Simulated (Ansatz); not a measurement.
Geometry optimisation, RKS B3LYP-D4/def2-SVP (Ansatz).

The input (input.yaml):

```yaml
crystal:
  periodic: [false, false, false]
  atoms:
    - { symbol: B, position_ang: [-0.157588, -0.137938, -0.333909] }
    - { symbol: F, position_ang: [0.277472, -0.421064, 2.135158] }
    - { symbol: H, position_ang: [0.894847, 0.437926, -0.492204] }
    - { symbol: H, position_ang: [-1.206893, 0.460923, -0.244357] }
    - { symbol: O, position_ang: [-0.168813, -1.518838, -0.33423] }
    - { symbol: Al, position_ang: [-0.884515, -3.079415, -0.411181] }
    - { symbol: H, position_ang: [-0.574364, -4.019759, 0.81935] }
    - { symbol: H, position_ang: [-1.711522, -3.470905, -1.689873] }
    - { symbol: H, position_ang: [0.700077, -1.087631, 1.649345] }
basis:
  gaussian: { orbitals: def2-SVP }
hamiltonian:
  xc: b3lyp
  dispersion: d4
relax:
  f_tol: 0.03
  max_steps: 50
```

Command:

```bash
$ ansatz run input.yaml --threads 2 --pin off --max-ram 3072MiB --backend cpu --events-out ev --progress --plain --runs-dir out
```

Task: Where does it end, and by what steps?

Result: It converged. After 9 steps the energy has fallen by 0.051 eV; F2 moved furthest, 0.33 Å.

```csv
step,energy less start (eV),largest force component (eV/Å),accepted
0,0.0000,1.002,yes
1,0.0302,1.778,no
2,-0.0199,0.549,yes
3,-0.0317,0.489,yes
4,-0.0192,1.219,no
5,-0.0421,0.219,yes
6,-0.0469,0.257,yes
7,-0.0499,0.077,yes
8,-0.0499,0.100,no
9,-0.0506,0.016,yes
```

```xyz
9
Properties=species:S:1:pos:R:3
B -0.197 -0.101 -0.392
F 0.470 -0.644 2.291
H 0.860 0.433 -0.634
H -1.227 0.531 -0.330
O -0.224 -1.444 -0.206
Al -0.858 -3.043 -0.346
H -0.595 -3.966 0.899
H -1.553 -3.438 -1.700
H 0.492 -1.164 1.517
```

Whether the end is a true minimum wasn't checked by a vibrational analysis.

Time of the run: 21 s on 2 threads of Arm Neoverse V1, with other jobs on the host, peak memory 0.16 GiB.
